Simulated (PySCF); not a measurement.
H₄O₆Ru, SMILES [O]=[Ru](=[O])([OH])([OH])([OH])[OH], multiplicity 1.

Coordinates come from a PBE-D3(BJ)/def2-SVP optimisation. The spin state was assumed, not searched. The def2 effective core potentials stand for the cores of Ru; spin–orbit coupling is left out. Other conformers were not sampled.

Level of theory: PBE-D3(BJ)/def2-SVP (PySCF).

Frequencies are harmonic and unscaled.

```json
[
 {"mode": "1", "ν (cm⁻¹)": "92", "IR (km/mol)": "13.4", "moving atoms (share of kinetic energy)": "O 83 %, H 16 %"},
 {"mode": "2", "ν (cm⁻¹)": "148", "IR (km/mol)": "0.7", "moving atoms (share of kinetic energy)": "O 80 %, H 19 %"},
 {"mode": "3", "ν (cm⁻¹)": "208", "IR (km/mol)": "3.6", "moving atoms (share of kinetic energy)": "O 69 %, H 24 %"},
 {"mode": "4", "ν (cm⁻¹)": "283", "IR (km/mol)": "2.5", "moving atoms (share of kinetic energy)": "O 71 %, Ru 20 %, H 9 %"},
 {"mode": "5", "ν (cm⁻¹)": "309", "IR (km/mol)": "1.2", "moving atoms (share of kinetic energy)": "O 78 %, H 12 %, Ru 10 %"},
 {"mode": "6", "ν (cm⁻¹)": "328", "IR (km/mol)": "6.0", "moving atoms (share of kinetic energy)": "O 47 %, H 37 %, Ru 16 %"},
 {"mode": "7", "ν (cm⁻¹)": "351", "IR (km/mol)": "2.9", "moving atoms (share of kinetic energy)": "O 86 %"},
 {"mode": "8", "ν (cm⁻¹)": "381", "IR (km/mol)": "33.1", "moving atoms (share of kinetic energy)": "O 64 %, H 26 %, Ru 10 %"},
 {"mode": "9", "ν (cm⁻¹)": "403", "IR (km/mol)": "5.3", "moving atoms (share of kinetic energy)": "O 83 %, H 14 %"},
 {"mode": "10", "ν (cm⁻¹)": "415", "IR (km/mol)": "23.4", "moving atoms (share of kinetic energy)": "O 69 %, H 26 %"},
 {"mode": "11", "ν (cm⁻¹)": "488", "IR (km/mol)": "77.5", "moving atoms (share of kinetic energy)": "H 60 %, O 38 %"},
 {"mode": "12", "ν (cm⁻¹)": "506", "IR (km/mol)": "35.4", "moving atoms (share of kinetic energy)": "H 74 %, O 26 %"},
 {"mode": "13", "ν (cm⁻¹)": "523", "IR (km/mol)": "18.2", "moving atoms (share of kinetic energy)": "O 80 %, H 19 %"},
 {"mode": "14", "ν (cm⁻¹)": "537", "IR (km/mol)": "14.8", "moving atoms (share of kinetic energy)": "O 94 %"},
 {"mode": "15", "ν (cm⁻¹)": "570", "IR (km/mol)": "106.8", "moving atoms (share of kinetic energy)": "H 78 %, O 21 %"},
 {"mode": "16", "ν (cm⁻¹)": "597", "IR (km/mol)": "68.5", "moving atoms (share of kinetic energy)": "O 78 %, Ru 17 %"},
 {"mode": "17", "ν (cm⁻¹)": "606", "IR (km/mol)": "59.1", "moving atoms (share of kinetic energy)": "O 76 %, Ru 13 %, H 11 %"},
 {"mode": "18", "ν (cm⁻¹)": "858", "IR (km/mol)": "45.7", "moving atoms (share of kinetic energy)": "O 49 %, H 42 %, Ru 9 %"},
 {"mode": "19", "ν (cm⁻¹)": "886", "IR (km/mol)": "155.1", "moving atoms (share of kinetic energy)": "O 72 %, H 23 %"},
 {"mode": "20", "ν (cm⁻¹)": "894", "IR (km/mol)": "85.9", "moving atoms (share of kinetic energy)": "H 69 %, O 26 %"},
 {"mode": "21", "ν (cm⁻¹)": "919", "IR (km/mol)": "207.3", "moving atoms (share of kinetic energy)": "H 59 %, O 34 %"},
 {"mode": "22", "ν (cm⁻¹)": "990", "IR (km/mol)": "40.2", "moving atoms (share of kinetic energy)": "H 87 %, O 12 %"},
 {"mode": "23", "ν (cm⁻¹)": "1002", "IR (km/mol)": "192.6", "moving atoms (share of kinetic energy)": "H 76 %, O 18 %"},
 {"mode": "24", "ν (cm⁻¹)": "3592", "IR (km/mol)": "132.1", "moving atoms (share of kinetic energy)": "H 94 %"},
 {"mode": "25", "ν (cm⁻¹)": "3598", "IR (km/mol)": "108.4", "moving atoms (share of kinetic energy)": "H 94 %"},
 {"mode": "26", "ν (cm⁻¹)": "3624", "IR (km/mol)": "81.1", "moving atoms (share of kinetic energy)": "H 94 %"},
 {"mode": "27", "ν (cm⁻¹)": "3655", "IR (km/mol)": "123.6", "moving atoms (share of kinetic energy)": "H 94 %"}
]
```
